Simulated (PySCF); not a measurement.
## Relaxation of quartet [RuCl2]+

Computed with PySCF, UPBE0, basis Ru def2-SVP with ECP28, Cl def2-SVP (scalar-relativistic core potentials, no spin–orbit coupling, density fitting). A (50,194) grid was used.

A start displaced from a saddle point along its imaginary mode, of C2v symmetry, held to at least that symmetry:

```xyz
3
charge 1 multiplicity 4, angstrom
Ru    0.1715    0.0033    0.0000
Cl   -0.2500   -0.0049    2.1801
Cl   -0.2500   -0.0049   -2.1801
```

Optimiser trace:
```
step  E − E(last) (kJ/mol)  largest gradient (Eh/bohr)
   0                 37.33                     0.01564
   1                 31.50                     0.00696
   2                 21.29                     0.01361
   3                  3.20                     0.00379
   4                  1.63                     0.00769
   5                  0.93                     0.00604
   6                  0.02                     0.00109
   7                  0.00                     0.00029
   8                  0.00                     0.00001
```

It ends at C2v with Ru–Cl 2.142 Å (×2); Cl–Ru–Cl 110.0°. The frequency run here used a shortcut that can spoil soft modes, so no verdict on minimum or saddle point is given. Other isomers or separated fragments may lie lower.

Final geometry:
```xyz
3
charge 1 multiplicity 4, angstrom
Ru    0.5001    0.0097    0.0000
Cl   -0.7286   -0.0142    1.7549
Cl   -0.7286   -0.0142   -1.7549
```

Other spin states or occupations of the open shell can lie lower. At this level a sextet minimum of C2v symmetry lies 15 kJ/mol below this structure.

The relaxation took of the order of 40 core-seconds on a shared host.
